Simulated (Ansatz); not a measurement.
Consider the formal exchange of groups at the Se–C bond: `FC#C[SeH]` + `O=[CH][Ga]([OH])[OH]` → `[OH][Ga]([OH])[SeH]` + `O=CC#CF`.

Isolated molecules relaxed with PBE0-D4/def2-TZVP in Ansatz; ΔE leaves out vibrations. CCSD(T)/CBS adds triple-zeta CCSD(T) − MP2 to the extrapolated MP2 energy (def2 sets, frozen cores). DFT in def2-TZVPP. B3LYP here is the variant with VWN-RPA as its local correlation; programs differ in this. For Ga, Se outer-core shells are correlated without core-valence functions, which leaves a few kJ/mol of doubt a bond. Scalar relativity is left out up to krypton. Each species was taken in one conformer, which may not be the lowest.

Q: Is it downhill or uphill in electronic energy at CCSD(T)/CBS, and by how much? (Best estimate.)

A: The calculation gave: Downhill: ΔE = -38.2 kcal/mol.

Q: What do these levels give: r2SCAN-D4, PBE0-D4, r2SCANh-D4, B3LYP, LC-ωPBE, MP2/def2-TZVPP? (Best estimate.)

A: Ansatz gave: r2SCAN-D4 -40.1, PBE0-D4 -39.1, r2SCANh-D4 -40.4, B3LYP -37.7, LC-ωPBE -36.9, MP2/def2-TZVPP -38.6 kcal/mol.

Largest T1 diagnostic among the species: 0.016.

From BLYP to BHLYP (50 % exact exchange), in def2-TZVPP and without D4, ΔE moves by −3.2 kcal/mol. In def2-TZVPP, CCSD(T) changes the Hartree–Fock value by +3.4 kcal/mol (the triples alone add +0.1 kcal/mol) and MP2 by +2.1 kcal/mol. At CCSD(T), def2-SVP lies −1.7 kcal/mol from the extrapolated value and def2-TZVPP +0.9 kcal/mol.
